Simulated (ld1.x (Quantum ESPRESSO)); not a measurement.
**What the settings do to the PAW potential of Pb (Z = 82)**

Base potential:

```json
{"Element": "lead (Pb)", "Generator": "ld1.x (Quantum ESPRESSO) 7.5", "Type": "PAW", "Functional": "PBE", "Relativity": "scalar-relativistic", "Frozen core": "[Xe] 4f14 5d10", "Valence charge": "4", "Reference configuration": "6s2 6p2", "Partial waves": "6s (bound): rcut 2.05, rcutus 2.40 bohr; 6s channel at 0.45 Ry: rcut 2.05, rcutus 2.40 bohr; 6p (bound): rcut 1.80, rcutus 2.20 bohr; 6p channel at 0.15 Ry: rcut 1.80, rcutus 2.20 bohr; 6d channel at 0.45 Ry: rcut 1.85, rcutus 2.55 bohr; 6d channel at 3.25 Ry: rcut 1.85, rcutus 2.55 bohr", "Local potential": "all-electron potential smoothed inside 2.10 bohr (lloc = -1)", "Core correction": "Bessel-smoothed model core inside 2.25 bohr", "Augmentation charge": "PSQ, inside the norm-conserving radii"}
```

Cutoffs, loose and tight: the cutoffs (Ry, on a coarse ladder) from which the occupation-weighted sum of valence levels, in a spherical-Bessel basis at the reference potential, stays within 10 and 1 mRy of its value at 400 Ry. They do not see the model core or the augmentation charge, which bear on the density cutoff. Test errors are all-electron minus pseudo excitation energies from the reference, over the configurations 6s2 6p1; 6s2 6p0; 6s1 6p0; 6s0 6p4; 6s1 6p3; 6s1 6p2; 6s2 6p2.3. A dash means not determined; rows that change the core or the reference have their own tests. The largest error is taken over the tests solved by every variant that gives reliable tests at all: 6s1 6p0; 6s2 6p0; 6s2 6p1.

A true bound ghost makes a file unfit for plane-wave use even where its test errors are small: the radial tests pick states by their node count and pass the ghost by.

```csv
change,outcome,"cutoff, loose","cutoff, tight",bound ghosts,largest test error (meV)
base,generated,6 Ry,12 Ry,d,-688
"core correction a·sin(br)/r model core, default radius (ld1.x builds one for every PAW set, though the input has nlcc=.false.)",generated,6 Ry,12 Ry,d,test run stopped at test 1 of 7 (negative rho)
core correction Bessel-smoothed model core inside 0.92 bohr,generated,6 Ry,12 Ry,d,-685
core correction Bessel-smoothed model core inside 1.16 bohr,generated,6 Ry,12 Ry,d,-685
core correction Bessel-smoothed model core inside 1.30 bohr,generated,6 Ry,12 Ry,d,-685
core correction Bessel-smoothed model core inside 1.54 bohr,generated,6 Ry,12 Ry,d,-685
core correction Bessel-smoothed model core inside 1.72 bohr,generated,6 Ry,12 Ry,d,-686
core correction Bessel-smoothed model core inside 1.96 bohr,generated,6 Ry,12 Ry,d,-686
core correction Bessel-smoothed model core inside 2.18 bohr,generated,6 Ry,12 Ry,d,-688
core correction Bessel-smoothed model core inside 2.40 bohr,generated,6 Ry,12 Ry,d,-690
core correction Bessel-smoothed model core inside 2.62 bohr,generated,6 Ry,12 Ry,d,-693
```
